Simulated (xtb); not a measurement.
C2H8F2Si2, SMILES FC(F)C[SiH2][SiH3]. All values are semi-empirical tight-binding results from xtb (GFN2-xTB unless named), good for trends rather than for accurate numbers. Geometry optimised at GFN2-xTB. This is a generated structure with no PubChem entry under its InChIKey; it may be hypothetical. Other conformers were not sampled.

Computed properties:
```json
{
  "orbital_gap": "4.48 eV",
  "dipole_moment": "3.03 D",
  "zero_point_energy": "55.8 kcal/mol",
  "G − E(el) at 298.15 K (modified RRHO)": "33.9 kcal/mol",
  "static polarisability (D4 model)": "85.5 bohr³",
  "solvation energy, GFN2-xTB/ALPB(water)": "-2.3 kcal/mol",
  "solvation energy, GFN2-xTB/ALPB(benzene)": "-3.7 kcal/mol"
}
```
